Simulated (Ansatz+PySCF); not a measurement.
Values are calculated unless marked as measured or tabulated.
Input for Ansatz (development build ahead of 0.2.0):

```yaml
crystal:
  periodic: [false, false, false]
  atoms:
    - { symbol: Na, position_ang: [0.0, 0.0, -2.25384] }
    - { symbol: I, position_ang: [0.0, 0.0, 0.46778] }
basis:
  gaussian: { orbitals: def2-SVP }
hamiltonian:
  xc: r2scan
scf:
  omitted_lower_state_checks: [stability, starts, atomic_configurations, cluster_reference, orbital_swaps, given_window_search, neighbouring_geometries, increment]
```

The input is written out in the form of the current development build from the run's settings. The basis set brings a core potential for I, so the total leaves out those core electrons.

Output:

* Converged: yes
* Total energy: -460.09388 hartree
